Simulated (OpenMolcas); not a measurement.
Co2+ (d7) on a cation site of an ionic host was computed by CASSCF with the d shell active (OpenMolcas, ANO-RCC-VTZP on the metal). Its lowest spin-free states, and all those of the highest spin:

| 2S+1 | Degeneracy | E (cm-1) |
| --- | --- | --- |
| 4 | 1 | 0.0 |
| 4 | 3 | 3119 |
| 4 | 3 | 5545 |
| 2 | 2 | 20545 |
| 2 | 3 | 21026 |
| 2 | 1 | 21696 |
| 4 | 3 | 22228 |
| 2 | 3 | 22392 |
| 2 | 3 | 26773 |
| 2 | 3 | 27145 |
| 2 | 2 | 28658 |
| 2 | 3 | 29129 |

Q: Is the site octahedral, tetrahedral or cube-like, axial, or of lower symmetry?

A: The states with 2S+1 = 4 have orbital degeneracies 1, 3, 3, 3. Threefold states need a cubic site. For d7 at this spin an octahedron puts the threefold T1 below the threefold T2 and a tetrahedron or cube puts the single A2 below the threefold T2, so the site is a tetrahedron or a cube, which this pattern cannot tell apart. The first gap at this spin, 3120 cm-1, is |10Dq| in ligand-field theory. The run had Co2+ with its 8 nearest fluoride ions at 2.264 Å, on the Ca site of CaF2 (a = 5.46294 Å, distance in the model lattice 2.366 Å). The rest of the host is ab initio model potentials to 7.6 Å and point charges beyond; the distance is set by hand and nothing relaxes. Ligand basis ANO-RCC-VDZP.

Without dynamic correlation the repulsion within the d shell is too large (B by tens of per cent), so at a given field states of lower spin stand too high. Ligand-to-metal charge-transfer states are missing. With no ligand orbital active B as a rule stays too high, so bands that hang on it stand too high and its fall with covalency is understated. With metal d orbitals alone and no dynamic correlation 10Dq can be off by a tenth to a fifth, either way, in oxide and fluoride hosts. No measured value stands beside these numbers; the geometry was set by hand and not optimised.
